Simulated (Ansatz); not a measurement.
Cost and result for the atomization energy of C2H4FGa (8 atoms, 6 bonds).

```xyz
8

F    -1.559   -0.277    1.201
C    -0.678   -0.714    0.297
C     0.611   -0.395    0.374
Ga   -0.534    1.440   -1.413
H    -1.122   -1.395   -0.419
H     0.997    0.243    1.158
H     1.306   -0.808   -0.345
H     0.978    1.907   -0.853
```

The species carries charge 0 and has multiplicity 1. Correlated methods include outer-core shells of Ga, which these sets cover unevenly. Scalar relativity is left out up to krypton. The bonds changed during the relaxation, so this is another structure than the one it started from. All single points use the PBE0-D4/def2-TZVP geometry. Program: Ansatz. All runs use 2 threads of an AMD EPYC 7B13 on a shared host. Times are those of one run each, without the atoms' runs, and a repeat can differ threefold. Electronic energies, without spin–orbit coupling; frozen cores. CCSD(T)/CBS adds CCSD(T) − MP2 in def2-TZVPP to the MP2 limit, and its time is that of the two runs behind it. T1 = 0.014. With those shells the extrapolation isn't a true limit. B3LYP takes the VWN-RPA correlation (the form of Gaussian; ORCA's B3LYP/G).

CCSD(T)/CBS is a level of theory with its own doubt, some kJ/mol a heavy atom from the limit and from the frozen cores, so smaller differences don't rank the functionals.

```json
{"level": "PBE0-D4/def2-TZVPP", "functions": "197", "wall time": "2.9 s"}
{"level": "BHLYP-D4/def2-TZVPP", "functions": "197", "wall time": "3.1 s"}
{"level": "B3LYP-D4/def2-TZVPP (with forces)", "functions": "197", "wall time": "4.4 s"}
{"level": "r2SCAN-D4/def2-TZVPP (with forces)", "functions": "197", "wall time": "4.5 s"}
{"level": "r2SCANh-D4/def2-TZVPP", "functions": "197", "wall time": "4.9 s"}
{"level": "B2PLYP/def2-TZVPP", "functions": "197", "wall time": "6 s"}
{"level": "PBE-QIDH/def2-TZVPP", "functions": "197", "wall time": "6 s"}
{"level": "CCSD(T)/def2-SVP", "functions": "94", "wall time": "6 s"}
{"level": "ωB97X-V/def2-TZVPP", "functions": "197", "wall time": "8 s"}
{"level": "B97M-V/def2-TZVPP", "functions": "197", "wall time": "9 s"}
{"level": "MP2/def2-QZVPP", "functions": "380", "wall time": "22 s"}
{"level": "CCSD(T)/def2-TZVPP", "functions": "197", "wall time": "85 s"}
{"level": "CCSD(T)/CBS(def2)", "functions": "–", "wall time": "110 s"}
```

Question: What atomization energy does each give, and how far from CCSD(T)/CBS? (Estimate.)

Answer: The calculation gave: 
```csv
level,atomization (kJ/mol),difference from CCSD(T)/CBS,per bond
PBE0-D4/def2-TZVPP,2717.6,9.4,1.6
BHLYP-D4/def2-TZVPP,2614.5,-93.7,-15.6
B3LYP-D4/def2-TZVPP (with forces),2715.4,7.2,1.2
r2SCAN-D4/def2-TZVPP (with forces),2718.8,10.6,1.8
r2SCANh-D4/def2-TZVPP,2695.5,-12.7,-2.1
B2PLYP/def2-TZVPP,2678.2,-30.0,-5.0
PBE-QIDH/def2-TZVPP,2681.6,-26.6,-4.4
CCSD(T)/def2-SVP,2572.7,-135.5,-22.6
ωB97X-V/def2-TZVPP,2703.2,-5.0,-0.8
B97M-V/def2-TZVPP,2720.6,12.4,2.1
MP2/def2-QZVPP,2720.0,11.8,2.0
CCSD(T)/def2-TZVPP,2642.0,-66.2,-11.0
CCSD(T)/CBS(def2),2708.2,0.0,0.0
```

Leaving LDA and LC-ωPBE aside and taking each functional with its dispersion term where it has one, the values, not all of them listed here, spread over 174.3 kJ/mol, from BHLYP-D4 to PBE-D4. LDA lies +374.5 kJ/mol from PBE without D4, its usual overbinding. The D4 term adds +26.5 kJ/mol with B3LYP and +13.6 kJ/mol with PBE0; it sums over pairs of atoms, weighted by their polarisabilities, and B3LYP, whose exchange is more repulsive, gets the larger term. At CCSD(T), def2-SVP lies −135.5 kJ/mol from the extrapolated value and def2-TZVPP −66.2 kJ/mol: correlation converges slowly with the basis, and small sets miss more of it in the bonded molecule than in its fragments.
